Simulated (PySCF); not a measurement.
CH4N2S. Atoms are numbered in the order given.

```xyz
8

N     -0.0578    -1.1562    -1.0536
C      0.0000     0.0000    -0.3161
N      0.0578     1.1562    -1.0536
S      0.0000     0.0000     1.3557
H      0.3054    -1.1706    -2.0095
H      0.0546    -2.0135    -0.5129
H     -0.3054     1.1706    -2.0095
H     -0.0546     2.0135    -0.5129
```

Geometry optimised at PBE-D3(BJ)/def2-SVP. Other conformers were not sampled.

These are PySCF with CAM-B3LYP/def2-TZVPD values and carry that method's errors.

Gas-phase values at a fixed geometry.

```json
{
 "total_energy": "-548.24048 hartree",
 "point_group": "C2",
 "highest_occupied_level": "-7.46 eV",
 "lowest_empty_level": "0.41 eV",
 "orbital_gap": "7.87 eV",
 "dipole_moment": "4.89 D",
 "quadrupole, principal values (traceless, Buckingham form, about the centre of nuclear charge)": "-7.82, 1.10, 6.72 D·Å",
 "mean_static_polarisability": "57.7 bohr³ (8.56 Å³)",
 "polarisability_principal_values": "40.6, 58.8, 73.9 bohr³"
}
```
